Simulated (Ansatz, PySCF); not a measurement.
Pulling on the Ge1–H2 bond in GeHI (SMILES [GeH][I]) (multiplicity 1 held, fragments rigid). Energies count from the point at 1.601 Å.
Geometry at that point (charge 0, multiplicity 1):
```tsv
atom	x (Å)	y (Å)	z (Å)
Ge	-0.9106	-0.7551	1.0568
H	-1.9308	-1.2404	-0.0782
I	0.5862	0.4793	-0.6366
```

R- and RO- levels are restricted; in cc, def2 and unpolarised 6-31G sets they are followed outwards from rest. U- levels take the lowest unrestricted solution at each point, which mixes spins at long bonds. Active spaces are followed from a long bond inwards. Curves can end on different states.

Frozen-core correlation. Filled d and f shells under p-block atoms count as core. Rows in 3-21G carry no dispersion term and start afresh at each structure; the Pople sets are all-electron and without relativity.

Codes used: Ansatz (Gaussian orbitals); PySCF for 3-21G rows.  In def2 rows elements past Kr take small-core potentials, without spin–orbit coupling.

```json
[
 {"level": "R-HF/3-21G", "energy at R = 5.125 Å (kcal/mol)": "150.14"},
 {"level": "U-HF/def2-TZVPP", "energy at R = 5.125 Å (kcal/mol)": "49.10"},
 {"level": "U-PBE/def2-TZVPP", "energy at R = 5.125 Å (kcal/mol)": "67.54"},
 {"level": "R-r2SCAN/def2-TZVPP", "energy at R = 5.125 Å (kcal/mol)": "98.72"},
 {"level": "R-B3LYP/def2-TZVPP", "energy at R = 5.125 Å (kcal/mol)": "100.20"},
 {"level": "R-SCS-MP2/def2-TZVPP", "energy at R = 5.125 Å (kcal/mol)": "(withheld)"},
 {"level": "U-CCSD(T)/def2-TZVPP", "energy at R = 5.125 Å (kcal/mol)": "69.05"},
 {"level": "FIC-MRCISD on CASSCF(2,2)/def2-TZVPP", "energy at R = 5.125 Å (kcal/mol)": "68.26"},
 {"level": "FIC-MRCISD+Q on CASSCF(2,2)/def2-TZVPP", "energy at R = 5.125 Å (kcal/mol)": "69.12"}
]
```

**Question.** Complete the blanks.

**Answer.** 
- R-SCS-MP2/def2-TZVPP, energy at R = 5.125 Å (kcal/mol): 89.70

Doubts at one or more of the structures used: a restricted determinant that unrestricted orbitals would lower (R-HF/3-21G, R-r2SCAN/def2-TZVPP, R-B3LYP/def2-TZVPP, R-SCS-MP2/def2-TZVPP); a spin-contaminated determinant (U-HF/def2-TZVPP, U-PBE/def2-TZVPP, U-CCSD(T)/def2-TZVPP).

Ansatz is a first-principles code.
